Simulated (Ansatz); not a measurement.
Isomers of Ge7S6 (singlet), relaxed with r2SCAN-D4/def2-SVP; total energies from Ansatz at PBE0-D4/def2-SVP.

```
isomer                                                                   description   energy (Eh)
     A  point group not assigned; 17 × Ge–S 2.14 to 2.64 Å; 3 × Ge–Ge 2.55 to 2.74 Å  -16923.41457
     B  point group not assigned; 15 × Ge–S 2.05 to 2.60 Å; 4 × Ge–Ge 2.53 to 2.74 Å  -16923.39317
```

The isomers come from a short search, and lower ones may exist.

Q: Work out the relative energies (1 Eh = 2625.5 kJ/mol) and the Boltzmann populations at 1200 K from electronic energies alone (R = 8.314 J/mol/K).

A: ΔE: A 0.0, B 56.2 kJ/mol. RT = 9.98 kJ/mol. Factors exp(−ΔE/RT): A 1, B 0.00358; sum 1.004. Populations: A 99.6 %, B 0.4 %. Zero-point energy, vibrational entropy and symmetry numbers are left out and can shift these; an error of 4 kJ/mol changes a ratio by a factor of 1.5. Over the other density-functional and correlated levels in def2 sets, the gap between A and B ranges from 48 to 64 kJ/mol.
